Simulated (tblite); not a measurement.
Write Cartesian coordinates for `C#CP(C=C)C(C)(C)C` as optimised with GFN2-xTB.

```xyz
22
C8H13P angstrom
C      1.252    2.527    1.388
C      0.923    1.376    1.258
P      0.412   -0.313    1.313
C      1.771   -1.067    0.366
C      2.939   -0.502    0.104
C     -0.926   -0.240   -0.038
C     -0.390    0.342   -1.342
C     -2.049    0.640    0.510
C     -1.446   -1.660   -0.260
H      1.546    3.535    1.444
H      1.595   -2.105    0.104
H      3.730   -1.034   -0.402
H      3.148    0.518    0.382
H      0.018    1.338   -1.180
H     -1.194    0.414   -2.074
H      0.396   -0.287   -1.757
H     -1.689    1.652    0.692
H     -2.429    0.237    1.448
H     -2.873    0.691   -0.202
H     -1.789   -2.094    0.678
H     -2.283   -1.648   -0.957
H     -0.672   -2.302   -0.677
```

Any rigid rotation of these coordinates is as good. Atoms count from 1 in this order. P3 (phosphine phosphorus) is pyramidal (angles 99.9°, 99.4° and 98.3°, sum 297.6°, 0.87 Å off the plane of its three neighbours). The C–C distances run from 1.203 Å (C1≡C2, drawn triple) to 1.528 Å (C6–C8, drawn single), a spread of 0.325 Å. The 3 C–P bonds span 1.766 Å (C2–P3, drawn single) to 1.903 Å (P3–C6, drawn single), a spread of 0.137 Å. Of the pairs four or more bonds apart, C2···H13 is among the closest relative to their van der Waals radii: 2.54 Å, 88 % of the sum of Bondi's values.

Bonds between heavy atoms (Å): C1≡C2 1.203, C2–P3 1.766, P3–C4 1.820, C4=C5 1.324, P3–C6 1.903, C6–C7 1.525, C6–C8 1.528, C6–C9 1.528.

Computed geometry: GFN2-xTB, gas phase.

Point group: C1 (no symmetry element, even within 0.4 Å). Its GFN2-xTB frequencies are all real (lowest 53 cm⁻¹). The numbers are those of one conformer (C2–P3–C4–C5 17°). 3 starts were optimised and ended at 0.00, 0.38 and 0.39 kcal/mol (GFN2-xTB); the lowest of these is shown.
